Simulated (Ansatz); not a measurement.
W6S15, a cluster. Total charge 0; triplet. Geometry PBE-D4/def2-SVP; atoms count from 1.

Cartesian coordinates in Å:
```
W -0.9032 -3.0967 0.9709
W -1.7727 -0.6097 -0.2681
W -2.4581 1.9605 -1.4872
W 1.1263 -0.8798 0.6741
W 0.2842 1.8012 -0.6342
W 3.2322 1.3540 0.3925
S -0.9104 -0.9675 2.0434
S -0.0188 -2.1982 -1.0526
S -2.2399 -4.8713 1.2914
S 0.8842 -4.0274 1.8556
S -1.7217 1.7880 0.7356
S -0.8203 0.5437 -2.3946
S -3.2170 -2.3498 0.0077
S -3.0706 3.8169 -2.4015
S -3.9729 0.3394 -1.2789
S 1.2586 1.4456 1.6666
S 2.1306 0.2419 -1.3615
S 2.9483 -1.7030 1.5260
S 0.4981 3.8013 -1.3676
S 3.8226 3.3228 -0.2201
S 4.9206 0.2882 1.3024
```

In the def2 sets W takes a core potential; there is no spin–orbit coupling. Single mean-field runs in def2-TZVP are fitted with def2-universal-jkfit.

(1) Estimate the Mulliken populations from the PBE0/def2-TZVP orbitals of Ansatz.

(2) Where does the spin sit?

(3) And the Mayer bond orders between bonded heavy atoms (over 0.3)?

## Answers

(1) 
```tsv
atom	charge (e)	spin (α − β)	d electrons
W1	0.57	-0.30	4.16
W2	0.55	0.21	4.53
W3	0.62	-0.01	4.14
W4	0.57	0.39	4.53
W5	0.45	-0.02	4.49
W6	0.57	0.00	4.16
S7	-0.22	-0.02	–
S8	-0.22	-0.02	–
S9	-0.20	0.81	–
S10	-0.20	0.56	–
S11	-0.22	0.00	–
S12	-0.22	0.00	–
S13	-0.27	0.26	–
S14	-0.25	0.00	–
S15	-0.27	0.04	–
S16	-0.24	0.01	–
S17	-0.24	0.01	–
S18	-0.12	0.05	–
S19	-0.15	0.01	–
S20	-0.24	0.00	–
S21	-0.27	0.02	–
```
Mulliken values and Mayer orders depend strongly on the basis.

(2) Summed by element: W 0.26, S 1.74, of 2 unpaired in all. Largest on single atoms: S9 0.81, S10 0.56, W4 0.39.

(3) W1–W2 0.36 (2.91 Å); W1–S7 0.99 (2.38 Å); W1–S8 0.99 (2.38 Å); W1–S9 1.54 (2.24 Å); W1–S10 1.86 (2.20 Å); W1–S13 0.57 (2.62 Å); W2–W4 0.31 (3.06 Å); W2–S7 0.73 (2.49 Å); W2–S8 0.73 (2.49 Å); W2–S11 0.57 (2.60 Å); W2–S12 0.57 (2.60 Å); W2–S13 1.41 (2.28 Å); W2–S15 0.52 (2.60 Å); W3–W5 0.47 (2.88 Å); W3–S11 1.02 (2.35 Å); W3–S12 1.02 (2.35 Å); W3–S14 2.11 (2.16 Å); W3–S15 1.68 (2.23 Å); W4–S7 0.74 (2.46 Å); W4–S8 0.74 (2.46 Å); W4–S16 0.65 (2.53 Å); W4–S17 0.65 (2.53 Å); W4–S18 1.87 (2.17 Å); W5–S11 0.83 (2.43 Å); W5–S12 0.83 (2.43 Å); W5–S16 0.64 (2.52 Å); W5–S17 0.64 (2.52 Å); W5–S19 2.15 (2.14 Å); W6–S16 1.08 (2.35 Å); W6–S17 1.08 (2.35 Å); W6–S20 2.18 (2.14 Å); W6–S21 1.92 (2.19 Å).
